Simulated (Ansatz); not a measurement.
```xyz
12

O     1.407   -2.173   -0.126
C     0.990   -1.297   -0.850
Si    0.634    0.416   -0.050
O     0.899    0.130    1.547
C    -1.162    0.934   -0.239
O    -2.013    0.016    0.430
H     0.835   -1.517   -1.931
H     1.562    1.428   -0.628
H     1.292   -0.739    1.698
H    -1.452    0.933   -1.295
H    -1.310    1.964    0.118
H    -1.682   -0.095    1.326
```

The species carries charge 0 and has multiplicity 1.

Question: List the PBE/def2-TZVPP orbital energies in eV (the Gaussian-basis code of Ansatz). (Best estimate.)

Answer: The calculation gave: Occupied: -1780.10, -510.96, -510.55, -510.53, -271.36, -270.22, -137.82, -94.59, -94.54, -94.52, -26.78, -25.80, -25.23, -17.18, -15.36, -13.79, -12.47, -12.35, -11.31, -10.79, -10.65, -10.10, -9.67, -8.88, -8.20, -7.62, -6.31, -5.77. Lowest empty: -2.94, -0.81, 0.34, 0.45, 1.16, 1.42, 1.76, 1.93.
